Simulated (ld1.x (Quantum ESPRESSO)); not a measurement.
# Reading a pseudo-wave (Sb)

Columns: radius, all-electron u(r) and pseudo u(r) of the 4d shell (level -33.51 eV) of antimony in the configuration [Kr] 4d10 5s2 5p3; PBE, scalar-relativistic, TM scheme, ld1.x (Quantum ESPRESSO) 7.5.

| r (bohr) | all-electron | pseudo |
| --- | --- | --- |
| 0.121 | 0.4194 | -0.0171 |
| 0.242 | 0.5143 | -0.1226 |
| 0.363 | 0.0584 | -0.3441 |
| 0.484 | -0.4630 | -0.6286 |
| 0.605 | -0.8325 | -0.8822 |
| 0.726 | -1.0229 | -1.0361 |
| 0.847 | -1.0744 | -1.0788 |
| 0.968 | -1.0386 | -1.0399 |
| 1.089 | -0.9559 | -0.9560 |
| 1.210 | -0.8528 | -0.8528 |
| 1.331 | -0.7455 | -0.7455 |
| 1.452 | -0.6425 | -0.6425 |
| 1.573 | -0.5484 | -0.5484 |
| 1.694 | -0.4648 | -0.4648 |
| 1.815 | -0.3920 | -0.3920 |
| 1.936 | -0.3294 | -0.3294 |
| 2.057 | -0.2760 | -0.2760 |
| 2.178 | -0.2307 | -0.2307 |
| 2.299 | -0.1925 | -0.1925 |
| 2.420 | -0.1604 | -0.1604 |
| 2.541 | -0.1334 | -0.1334 |
| 2.662 | -0.1109 | -0.1109 |
| 2.783 | -0.0921 | -0.0921 |
| 2.904 | -0.0764 | -0.0764 |
| 3.025 | -0.0633 | -0.0633 |
| 3.146 | -0.0525 | -0.0525 |

(1) How many radial nodes do the two functions have?

(2) At about which radius was the pseudo-wave matched?

(3) Is the pseudo-wave norm-conserving?

Answers

(1) The all-electron 4d function has n − l − 1 = 1; the pseudo-wave has 0, since the states of the same l below it are removed with the core.

(2) 1.24 bohr. The columns agree to 0.0005 from 1.09 bohr on; several derivatives are matched, so the curves merge somewhat inside the radius.

(3) Yes: the TM scheme keeps the norm inside the radius equal to the all-electron one, which fixes the energy derivative of the logarithmic derivative at the level.
